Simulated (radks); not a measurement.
Results of a calculation; reference values are marked as such.
Task: These are the eigenvalues of the occupied orbitals of an atom or ion with whole-number occupations (eV). Level of theory: scalar-relativistic Kohn-Sham, PBEsol, spin-polarised, spherical densities, finite nucleus; Fermi nuclear charge, rms radius of each element as measured or else 0.836 A^(1/3) + 0.57 fm (a radial shooting solver on a logarithmic mesh with Libxc functionals).

| orbital | eigenvalue |
|---|---|
| 1s | -29014.86 |
| 2s | -4395.430 |
| 2p | -3948.465 |
| 3s | -862.1075 |
| 3p | -716.0376 |
| 3d | -490.9409 |
| 4s | -151.2363 |
| 4p | -107.0611 |
| 4d | -43.2049 |
| 5s | -26.1598 |

Which element is it, and in what charge state? The configuration may be excited. Open shells, if any, are filled with parallel spins first.

Result: Z = 50, tin, charge +2: Sn2+ in [Kr] 4d10 5s2. The list shows which subshells hold electrons but not how many an open one holds; the 1s level, -1066.3 hartree, gives Z - s = 46.2 by -(Z - s)^2/2, which with screening and relativity narrows Z to a few neighbours, and the depths of the outer levels then fix element, charge and occupations together.
